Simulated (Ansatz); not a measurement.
CH3AlBrFO, SMILES `C[O][Al]([F])[Br]`, relaxed with RKS PBE-D4/def2-SVP in the Gaussian-basis code of Ansatz from a rough embedded geometry. The force threshold is 0.03 eV/Å; the program also tests the step.

Charge 0, multiplicity 1.

Start:

```xyz
8

C    -0.345    0.741   -0.988
O    -1.029   -0.001   -0.027
Al    0.137   -1.004    1.059
F     0.552   -2.589    0.608
Br    0.999   -0.009    3.038
H     0.410    1.461   -0.470
H    -0.999    1.325   -1.603
H     0.275    0.076   -1.618
```

```json
{"step": "1", "energy (eV)": "-82461.7329", "largest force (eV/Å)": "2.749", "largest move (Å)": "0.000"}
{"step": "2", "energy (eV)": "-82462.1840", "largest force (eV/Å)": "1.264", "largest move (Å)": "0.129"}
{"step": "3", "energy (eV)": "-82462.2951", "largest force (eV/Å)": "0.515", "largest move (Å)": "0.114"}
{"step": "4", "energy (eV)": "-82462.3135", "largest force (eV/Å)": "0.884", "largest move (Å)": "0.101"}
{"step": "5", "energy (eV)": "-82462.3704", "largest force (eV/Å)": "0.222", "largest move (Å)": "0.123"}
{"step": "6", "energy (eV)": "-82462.3957", "largest force (eV/Å)": "0.507", "largest move (Å)": "0.197"}
{"step": "7", "energy (eV)": "-82462.4517", "largest force (eV/Å)": "0.307", "largest move (Å)": "0.200"}
{"step": "8", "energy (eV)": "-82462.4799", "largest force (eV/Å)": "0.114", "largest move (Å)": "0.200"}
{"step": "9", "energy (eV)": "-82462.4876", "largest force (eV/Å)": "0.055", "largest move (Å)": "0.087"}
{"step": "10", "energy (eV)": "-82462.4880", "largest force (eV/Å)": "0.056", "largest move (Å)": "0.004"}
{"step": "11 (rejected)", "energy (eV)": "-82462.4855", "largest force (eV/Å)": "0.276", "largest move (Å)": "0.195"}
{"step": "12", "energy (eV)": "-82462.4926", "largest force (eV/Å)": "0.049", "largest move (Å)": "0.049"}
{"step": "13", "energy (eV)": "-82462.4979", "largest force (eV/Å)": "0.037", "largest move (Å)": "0.098"}
{"step": "14 (rejected)", "energy (eV)": "-82462.4978", "largest force (eV/Å)": "0.183", "largest move (Å)": "0.023"}
{"step": "15", "energy (eV)": "-82462.4983", "largest force (eV/Å)": "0.017", "largest move (Å)": "0.011"}
{"step": "16", "energy (eV)": "-82462.4994", "largest force (eV/Å)": "0.040", "largest move (Å)": "0.074"}
{"step": "17", "energy (eV)": "-82462.4995", "largest force (eV/Å)": "0.018", "largest move (Å)": "0.009"}
```

End:

```xyz
8

C    -0.230    0.812   -1.017
O    -0.256   -0.471   -0.439
Al    0.179   -1.149    1.050
F    -0.056   -2.785    1.261
Br    1.046    0.075    2.724
H     0.173    1.590   -0.328
H    -1.256    1.119   -1.317
H     0.400    0.808   -1.933
```

Hardware: 4 threads of a server CPU on a shared host. Wall time 25 s, peak host memory 0.2 GiB.
